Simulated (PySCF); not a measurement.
Species: C6H10BP.
SMILES: `[BH3-][PH2+]C1=CC=CC=C1`

Torsions of this conformer, `[BH3-:1][PH2+:2][c:3]1[cH:4][cH:5][cH:6][cH:7][cH:8]1`: B1–P2–C3–C4 -88°.

The closed-shell ground state was solved at several levels (PySCF, density fitting, gas phase, non-relativistic). Geometry: PBE0-D3(BJ)/def2-SVP, one conformer, isolated molecule.

| level | basis functions | HOMO (eV) | LUMO (eV) | gap (eV) | dipole (D) |
| --- | --- | --- | --- | --- | --- |
| PBE0/6-31G* | 136 | -7.43 | -0.81 | 6.62 | 4.99 |
| PBE0/6-311+G(2d,p) | 284 | -7.63 | -1.20 | 6.43 | 4.86 |
| PBE0/6-31G | 96 | -7.50 | -0.69 | 6.81 | 5.22 |
| KT2/pcSseg-1 | 193 | -6.68 | -1.99 | 4.69 | 4.76 |
| LC-wPBE/pcSseg-1 | 193 | -10.21 | 0.87 | 11.08 | 5.22 |

Estimate the row for PBE0/STO-3G, a basis of 54 functions; the other rows only guide the guess.

HOMO -5.91 eV, LUMO 1.87 eV, gap 7.78 eV, dipole 5.76 D.

Over all these levels, which gives the widest orbital gap and which the narrowest?

LC-wPBE/pcSseg-1 (range-separated hybrid) has the widest, 11.08 eV, and KT2/pcSseg-1 (GGA) the narrowest, 4.69 eV. The two share the basis. From the narrowest to the widest the HOMO moves by -3.53 eV and the LUMO by +2.86 eV.

How much does the basis alone move the frontier levels among the 4 PBE0 rows (the withheld one included)?

The HOMO by 1.72 eV and the LUMO by 3.07 eV. By rising basis size (HOMO, LUMO in eV): STO-3G -5.91, 1.87; 6-31G -7.50, -0.69; 6-31G* -7.43, -0.81; 6-311+G(2d,p) -7.63, -1.20.

How far do the dipole and the HOMO energy spread over the levels?

The dipole runs from 4.76 to 5.76 D (mean 5.14 D) and the HOMO from -10.21 to -5.91 eV.
